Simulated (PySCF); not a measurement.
A GIAO shielding run with PySCF 2.14 (density fitting, non-relativistic, gas phase) on SMILES CNC(C)(C)[SiH2][Si@@H](C)F, C$_{5}$H$_{16}$FNSi$_{2}$:

```
$ OMP_NUM_THREADS=1 python probes_run.py task.json out

{"job": {"kind": "nmr", "xc": "PBE0", "basis": "pcSseg-1"}, "charge": 0, "multiplicity": 1}
C     -0.954402     1.819177     0.217128
N     -0.967724     0.557682    -0.493110
C     -0.984329    -0.658721     0.325516
C     -2.078440    -0.661681     1.395445
C     -1.238042    -1.818103    -0.639004
Si     0.774954    -0.853231     1.082120
Si     2.316142    -0.299187    -0.538566
C      2.690482     1.553769    -0.713108
F      3.720965    -0.956931    -0.043522
H     -1.873143     2.031970     0.781490
H     -0.115305     1.835542     0.911476
H     -0.814427     2.619895    -0.510374
H     -1.762015     0.548966    -1.129497
H     -1.898501     0.104550     2.145475
H     -3.060356    -0.489358     0.950823
H     -2.095679    -1.624291     1.899719
H     -1.162196    -2.771794    -0.123047
H     -0.513519    -1.801165    -1.450230
H     -2.236881    -1.745442    -1.073163
H      0.872769    -0.043658     2.314270
H      0.874996    -2.233438     1.590346
H      2.182634    -0.900887    -1.867719
H      3.554161     1.721348    -1.351511
H      2.907501     2.004302     0.252592
H      1.849419     2.084829    -1.145720
```

Hardware: 1 thread of an Arm Neoverse N1, shared host. The job also computes population analyses, field gradients.

**Question.** How large is the calculation?

**Answer.** 90 electrons, 247 basis functions and 1322 auxiliary functions.

**Question.** How long does it take, and how much memory does it need?

**Answer.** 110 s of wall time, with 13 SCF cycles and 4 response iterations; peak memory 1.1 GiB. Times on a shared host scatter by some tens of per cent.
